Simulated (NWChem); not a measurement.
Species: C3H8N, doublet; SMILES C[CH]NC

```xyz
12

C      0.5088     1.5422     0.0562
C     -0.6720     0.6680    -0.1762
N     -0.6243    -0.6765     0.1745
C      0.5569    -1.4631    -0.0642
H      1.4064     1.2052    -0.4916
H      0.2920     2.5656    -0.2822
H      0.7996     1.6074     1.1272
H     -1.6705     1.1080    -0.0930
H     -1.4826    -1.1721    -0.0353
H      0.8448    -1.5298    -1.1344
H      0.4009    -2.4848     0.3112
H      1.4172    -1.0466     0.4823
```
Atoms are numbered in this order, from 1.

Program: NWChem. Spin-unrestricted. Geometry: optimised at PBE0/def2-SVP, spin-unrestricted. No frequency run checked for a minimum. No stability test was run on the SCF state. Total energies compare along this basis series because the functional is fixed.

| level | basis functions | energy (Ha) | highest occupied level (eV) | lowest empty minus highest occupied level, either spin (eV) | dipole (D) | <S²> |
|---|---|---|---|---|---|---|
| UHF/pcseg-1 | 96 | -172.6098 | -7.33 | 11.49 | 0.76 | 0.761 |
| UHF/aug-pcseg-1 | 164 | -172.6210 | -7.33 | 8.18 | 0.69 | 0.763 |
| UHF/pcseg-2 | 232 | -172.7143 | -7.37 | 10.02 | 0.71 | 0.763 |
| UHF/STO-3G | 28 | -170.5549 | -5.68 | 15.10 | 0.75 | 0.759 |
| UHF/def2-SVP | 96 | -172.5324 | -7.33 | 11.95 | 0.76 | 0.761 |
